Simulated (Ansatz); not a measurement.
CH4N2S, charge -1, doublet, at a GFN2-xTB geometry (a state made from the parent by changing its charge; the spin is typed, not shown lowest) (a gas-phase anion, which may not be bound at this level); CASSCF(5,5)/STO-3G in Ansatz (a quantum-chemistry and plane-wave program).

Input for Ansatz:
Ansatz 0.2 input:
```yaml
crystal:
  periodic: [false, false, false]
  atoms:
    - {symbol: N, position_ang: [0.83005679, -1.28928905, -0.48634124]}
    - {symbol: C, position_ang: [-0.00101254, -0.34160305, 0.23613082]}
    - {symbol: N, position_ang: [-1.33446412, -0.85908945, 0.39117506]}
    - {symbol: S, position_ang: [0.27876071, 1.33197789, -0.02479900]}
    - {symbol: H, position_ang: [0.98597325, -2.11183721, 0.09793731]}
    - {symbol: H, position_ang: [1.72488337, -0.83734001, -0.65023806]}
    - {symbol: H, position_ang: [-1.71454483, -1.18532165, -0.50604190]}
    - {symbol: H, position_ang: [-1.91955651, -0.08887965, 0.70450496]}
basis:
  gaussian:
    orbitals: STO-3G
hamiltonian:
  xc: hf
total_charge: -1
correlation: {active_space: {window: {electrons: 5, orbitals: 5}}}
magnetization: {spin_polarized: false, initial_magnetization: 1}
```

What the program printed (banner, timings and long lists left out):

```
Functional definition: HF
363 factors; integrals over basis functions are off by at most 4.1e-5 eV
mean field evaluation 1: about -14694.8600 eV, gradient 2.2e1 eV
mean field evaluation 2: about -14695.0735 eV, gradient 2.2e1 eV
mean field evaluation 4: about -14697.8478 eV, gradient 2.5e0 eV
mean field evaluation 8: about -14697.9725 eV, gradient 3.8e-2 eV
mean field -14697.97038565 eV, -540.1404490305 hartree, gradient 1.8e-6 eV, S^2 0.750000; 0 other end points of the search recorded, 0 dependent functions left out
reference -14697.97038565 eV, -540.1404490305 hartree; 21, 20 occupied and 7, 8 virtual orbitals, 363 factors
state -14698.85011459 eV, -540.1727784726 hartree
Total energy: -14698.85011459 eV, -540.1727784726 hartree
```
